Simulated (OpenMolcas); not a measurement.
## Te+: effect of the basis set

* Program: OpenMolcas
* Method: CASSCF
* Active space: 5 electrons in 8 orbitals (5s 5p 6s 6p)
* State averaging: 2S+1 = 4 odd, 1 root; 2S+1 = 2 odd, 8 roots; 2S+1 = 4 even, 3 roots; 2S+1 = 2 even, 9 roots
* Spin-orbit coupling: state interaction with AMFI integrals over the reference wave functions, term energies averaged over their components

A. ANO-R2 [7s6p4d2f1g], X2C, finite nucleus; cost about 22 core-seconds
B. ANO-RCC-VTZP [7s6p4d2f1g], DKH2, point nucleus; cost about 23 core-seconds
C. ANO-RCC [10s9p8d5f3g], DKH2, point nucleus; cost roughly 60 core-seconds

Energies in cm-1 above 5s2 5p3 4S* 3/2, the measured ground level; measured values from NIST Handbook of Basic Atomic Spectroscopic Data.

```json
{"Level": "5s2 5p3 4S* 3/2", "A": "0.0", "B": "0.0", "C": "0.0", "Measured": "0.0"}
{"Level": "5s2 5p3 2D* 3/2", "A": "13740", "B": "13759", "C": "13713", "Measured": "10222"}
{"Level": "5s2 5p3 2D* 5/2", "A": "16055", "B": "16060", "C": "16036", "Measured": "12422"}
{"Level": "5s2 5p3 2P* 1/2", "A": "22150", "B": "22205", "C": "22096", "Measured": "20547"}
{"Level": "5s2 5p3 2P* 3/2", "A": "25124", "B": "25160", "C": "25090", "Measured": "24032"}
```

Deviations, from unrounded energies. A percentage is the sum of absolute deviations over the sum of measured energies, with the sign that they share, or ± where signs differ.

```
                        Against measurement  Levels      A      B      C
             mean absolute deviation (cm-1)       4   2500   2500   2400
other terms of the ground configuration (%)       4  +14.6  +14.8  +14.4
```

A, B, C lie about equally close to measurement. The largest miss of C in the table is 5s2 5p3 2D* 5/2, by +3600 cm-1. The ranking rests on the paired levels alone, and a cruder setting can come out closer through cancelling errors.

Among A to C the level of the table that moves most is 5s2 5p3 2P* 1/2, by 110 cm-1 (lowest in C, highest in B).

Active for correlation alone: 6p 6s; no level in the range computed is led by a configuration that fills them, so any true level of that kind is missing. Computed and measured levels are paired by configuration, term and J; levels that our copy of the source lacks, or whose pairing is in doubt (as where it misses far off the trend of its configuration), stay unpaired and out of the deviations. Levels of configurations outside the active space are missing. Levels that lie high or do not pair safely by name in every column are left out.

* marks odd parity.
